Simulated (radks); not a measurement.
Ionisation of neutral gadolinium, [Xe] 4f7 5d1 6s2, to [Xe] 4f7 5d1 6s1 as the strength of local exchange is varied. Method: Dirac Kohn-Sham, Slater X-alpha exchange (alpha = 2/3 is LDA exchange), no correlation, spin-unpolarised, spherical densities, point nucleus; open shells fill j = l - 1/2 first; computed with a radial shooting solver on a logarithmic mesh with Libxc functionals.

alpha,E(Gd) (hartree),exchange (hartree),IE (eV),-e of the level emptied (eV),<r> of it (bohr)
0.597,-11241.6547,-210.6216,5.611,3.121 (6s1/2),4.129
0.667,-11266.3792,-235.8594,5.947,3.414 (6s1/2),4.055
0.669,-11267.0864,-236.5821,5.957,3.423 (6s1/2),4.053
0.847,-11330.2166,-301.2693,6.869,4.245 (6s1/2),3.872
0.896,-11347.6592,-319.2026,7.133,4.488 (6s1/2),3.824

NIST Atomic Spectra Database: 6.150 eV (measured). The Delta-SCF value meets it near alpha = 0.71. Spin polarisation and multiplet splitting are left out, so open shells lie too high by an amount that depends on their filling.

Beside tabulated values, note that spin-unpolarised runs miss the spin-polarisation part of the exchange energy of open shells.
